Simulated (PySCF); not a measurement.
Computed shifts of a molecule CH₆F₂Si₃, PySCF with HF/pcSseg-1, GIAO, gas phase, atoms alike by connectivity averaged where their shifts nearly agree, in ppm (number of nuclei): ¹⁹F: -177.0 (2). ²⁹Si: 26.8 (2), -77.5 (1). ¹³C: 13.0 (1). ¹H: 5.78 (2), 4.08 (1), 3.59 (1), 1.36 (1), -0.08 (1). References: ¹⁹F against CFCl3 (σ = 238.5 ppm); ²⁹Si against TMS (σ = 393.8 ppm); ¹³C against TMS (σ = 192.6 ppm); ¹H against TMS (σ = 31.99 ppm), references at their B3LYP-D3(BJ)/def2-TZVP geometries, non-relativistic. Geometry optimised at PBE0-D3(BJ)/def2-SVP. Other conformers were not sampled.

Problem. Which structure fits?
A) F[Si]1(F)C[SiH2][SiH2]1
B) F[Si@@H]1C[SiH2][Si@@H]1F
C) F[C@H]1[SiH2][Si@@H](F)[SiH2]1
D) F[Si@@H]1C[Si@H](F)[SiH2]1

Solution. D, F[Si@@H]1C[Si@H](F)[SiH2]1
